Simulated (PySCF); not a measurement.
## Tl: ionisation energy

Tl [Xe] 4f14 5d10 6s2 6p1 (2P) → Tl⁺ [Xe] 4f14 5d10 6s2 (1S), as a difference of total energies. Computed with PySCF 2.14 in ANO-RCC-VTZP, with the spin-free X2C one-electron Hamiltonian (Gaussian nucleus). Correlated levels: valence and next inner shell: [Kr] 4d10 4f14 frozen. The calculations carry no spin-orbit coupling.

| method | ionisation energy (eV) | plus first-order spin-orbit estimate | error of that sum (eV) |
| --- | --- | --- | --- |
| UHF | 4.995 | 5.539 | -0.569 |
| MP2 (valence and next inner shell) | 5.295 | 5.840 | -0.268 |
| SCS-MP2 (valence and next inner shell) | 5.211 | 5.755 | -0.353 |
| CCSD (valence and next inner shell) | 5.303 | 5.847 | -0.261 |
| CCSD(T) (valence and next inner shell) | 5.321 | 5.865 | -0.243 |

Reference: 6.108 eV (measured; NIST Atomic Spectra Database, ionization energies).

A first-order spin-orbit estimate (lowest level to lowest level, LS coupling) adds 0.544 eV.

Errors of the correlated levels include the incompleteness of this basis and the frozen core.
